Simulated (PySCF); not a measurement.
CH6InN, SMILES [NH](C)[InH2].

Geometry: B3LYP-D3(BJ)/def2-SVP. The def2 effective core potentials stand for the cores of In; spin–orbit coupling is left out.

Method: PySCF with PBE0/def2-TZVPD.

Symmetry labels are those of the subgroup Cs that the program uses (full group Cs).

Computed valence orbital energies around the gap with their symmetry:
| orbital | symmetry | energy (eV) |
|---|---|---|
| HOMO−7 | A' | -17.84 |
| HOMO−6 | A' | -13.03 |
| HOMO−5 | A' | -12.00 |
| HOMO−4 | A" | -11.48 |
| HOMO−3 | A' | -10.59 |
| HOMO−2 | A' | -8.53 |
| HOMO−1 | A' | -8.31 |
| HOMO | A" | -6.28 |
| LUMO | A" | -1.19 |
| LUMO+1 | A' | -0.04 |
| LUMO+2 | A' | 0.19 |
| LUMO+3 | A' | 0.58 |
